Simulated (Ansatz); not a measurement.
Ba4Te3⁺, relaxed as a doublet with UKS PBE0-D4/def2-SVP in Ansatz, starting from the GFN1-xTB geometry. Force threshold 0.03 eV/Å.

In the def2 sets Ba, Te take a core potential; there is no spin–orbit coupling. Another isomer (doublet) lies 0.39 eV lower at PBE0-D4/def2-TZVP; other spin states weren't run for this one.

Start:

```xyz
7

Ba    2.867   -1.057    1.613
Ba   -0.677    1.054   -3.346
Ba   -0.267    1.954    0.776
Ba   -0.486   -2.613    0.449
Te   -2.752    1.517   -1.102
Te   -0.043   -0.494    2.849
Te    1.359   -0.361   -1.238
```

| step | energy (eV) | largest force component (eV/Å) | SCF passes |
| --- | --- | --- | --- |
| 1 | -24658.7148 | 0.402 | 26 |
| 2 | -24658.9216 | 0.289 | 40 |
| 3 | -24659.0397 | 0.260 | 36 |
| 4 | -24659.1903 | 0.360 | 37 |
| 5 | -24659.3572 | 0.327 | 41 |
| 6 | -24659.4587 | 0.094 | 47 |
| 7 (rejected) | -24659.4396 | 0.235 | 43 |
| 8 | -24659.4747 | 0.040 | 37 |
| 9 (rejected) | -24659.4745 | 0.056 | 36 |
| 10 | -24659.4763 | 0.015 | 38 |

Force components are those of the run's own axes.

End:

Cartesian coordinates in Å:
```
Ba 2.862 -1.398 1.501
Ba -0.604 0.859 -3.408
Ba -0.259 2.076 0.919
Ba -1.054 -1.950 0.241
Te -2.660 0.750 -0.998
Te 0.107 -0.438 2.943
Te 1.608 0.102 -1.198
```

Bonds formed: Ba4–Te5 (atoms count from 1). Metal–metal contacts that move far: Ba2–Ba4 5.28 to 4.63 Å.

No frequencies were taken in this run, so the end may be a saddle point.

Run time 3.2 min (4 threads of Arm Neoverse V2 on a shared host), peak host memory 0.94 GiB.
